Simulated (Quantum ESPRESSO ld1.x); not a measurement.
B2+, configuration [He] 5d1 (not the ground configuration). All-electron calculation, non-relativistic Kohn-Sham, LDA (Slater exchange, Perdew-Zunger correlation), spin-polarised, spherical densities, point nucleus; open shells are filled with parallel spins first. Program: ld1.x of Quantum ESPRESSO 7.5.

Normalised radial functions P(r) = r R(r), r in bohr:

r        1s down  5d down
0.01004   0.1982   0.0000
0.01141   0.2237   0.0000
0.01297   0.2523   0.0000
0.01485   0.2864   0.0000
0.01688   0.3222   0.0000
0.01919   0.3620   0.0000
0.02181   0.4061   0.0000
0.02499   0.4580   0.0000
0.0284    0.5118   0.0000
0.03228   0.5705   0.0000
0.03668   0.6344   0.0000
0.04169   0.7033   0.0000
0.04777   0.7819   0.0000
0.05429   0.8605   0.0001
0.0617    0.9428   0.0001
0.07013   1.0280   0.0001
0.08034   1.1200   0.0002
0.09132   1.2064   0.0002
0.1038    1.2901   0.0003
0.118     1.3686   0.0005
0.1341    1.4387   0.0007
0.1536    1.5003   0.0010
0.1746    1.5421   0.0015
0.1984    1.5646   0.0021
0.2255    1.5644   0.0029
0.2584    1.5362   0.0042
0.2936    1.4814   0.0059
0.3337    1.3989   0.0081
0.3793    1.2901   0.0113
0.4311    1.1584   0.0154
0.4939    0.9996   0.0214
0.5613    0.8399   0.0288
0.638     0.6788   0.0384
0.7251    0.5250   0.0505
0.8307    0.3782   0.0665
0.9442    0.2620   0.0848
1.073     0.1702   0.1060
1.22      0.1028   0.1295
1.386     0.0572   0.1540
1.588     0.0277   0.1784
1.805     0.0125   0.1960
2.051     0.0050   0.2034
2.332     0.0018   0.1947
2.671     0.0005   0.1621
3.036     0.0001   0.1062
3.451     0.0000   0.0275
3.922     0.0000  -0.0660
4.457     0.0000  -0.1593
5.107     0.0000  -0.2326
5.804     0.0000  -0.2510
6.597     0.0000  -0.2031
7.497     0.0000  -0.0916
8.59      0.0000   0.0695
9.763     0.0000   0.2241
11.1      0.0000   0.3360
12.61     0.0000   0.3698
14.33     0.0000   0.3223
16.42     0.0000   0.2193
18.66     0.0000   0.1216
21.21     0.0000   0.0538
24.11     0.0000   0.0189
27.62     0.0000   0.0048
31.39     0.0000   0.0010
35.68     0.0000   0.0002

1s down: eigenvalue -225.80 eV, 0 radial nodes, <r> = 0.329 bohr, 90 % of the charge inside 0.590 bohr. 5d down (empty): eigenvalue -4.060 eV, 2 radial nodes at r = 3.59, 8.12 bohr, <r> = 11.6 bohr, 90 % of the charge inside 16.2 bohr.
